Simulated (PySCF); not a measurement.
## Radial density of O⁺ (oxygen, charge +1)

UHF, [He] 2s2 2p2 3s1, 3s spin antiparallel (an excited configuration). Computed with PySCF 2.14 in aug-cc-pwCVTZ, with no relativity, point nucleus.

| r (bohr) | 4πr²ρ (e/bohr) | 4πr²(ρα − ρβ) |
| --- | --- | --- |
| 0.00366 | 0.05001 | -0.0001 |
| 0.00615 | 0.1365 | -0.0004 |
| 0.0103 | 0.3600 | -0.0010 |
| 0.0174 | 0.9116 | -0.0025 |
| 0.0293 | 2.133 | -0.0056 |
| 0.0493 | 4.401 | -0.0097 |
| 0.0828 | 7.321 | -0.0033 |
| 0.139 | 8.569 | 0.0701 |
| 0.234 | 5.784 | 0.3588 |
| 0.394 | 2.824 | 1.0751 |
| 0.663 | 3.787 | 1.8128 |
| 1.12 | 3.040 | 1.3567 |
| 1.88 | 0.6798 | 0.1832 |
| 3.16 | 0.3823 | -0.3616 |
| 5.31 | 0.09332 | -0.0933 |
| 8.93 | 0.0001341 | -0.0001 |

The outer electron is Rydberg-like, and this basis confines it to a smaller radius and binds it less than a complete one would. With the s spin flipped the determinant is a mixture of two multiplicities, not a spectroscopic state.
